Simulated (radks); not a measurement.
Task: All-electron atom: Tc37+ in [He] 2s2 2p2. Calculated with a radial shooting solver on a logarithmic mesh with Libxc functionals: Dirac Kohn-Sham, exchange-only PBE, spin-unpolarised, spherical densities, finite nucleus; open shells fill j = l - 1/2 first; Fermi nuclear charge, rms radius 4.4112 fm. Some entries of the table are withheld. Estimate them.

| orbital | occ. | eigenvalue (eV) | <r> (bohr) | r(max) (bohr) |
|---|---|---|---|---|
| 1s1/2 | 2 | -23745.92 | 0.03417 | 0.02225 |
| 2s1/2 | 2 | -5422.091 | 0.1417 | 0.1224 |
| 2p1/2 | 2 | (1) | 0.1193 | 0.09413 |
| 2p3/2 | 0 | (2) | 0.1234 | 0.09772 |
| 3s1/2 | 0 | -2293.109 | 0.3309 | 0.3177 |
| 3p1/2 | 0 | (3) | (4) | 0.2964 |
| 3p3/2 | 0 | (5) | (6) | 0.3025 |

Result: 
(1) 2p1/2 eigenvalue (eV): -5282.838
(2) 2p3/2 eigenvalue (eV): -5147.078
(3) 3p1/2 eigenvalue (eV): -2247.423
(4) 3p1/2 <r> (bohr): 0.3111
(5) 3p3/2 eigenvalue (eV): -2209.564
(6) 3p3/2 <r> (bohr): 0.3170
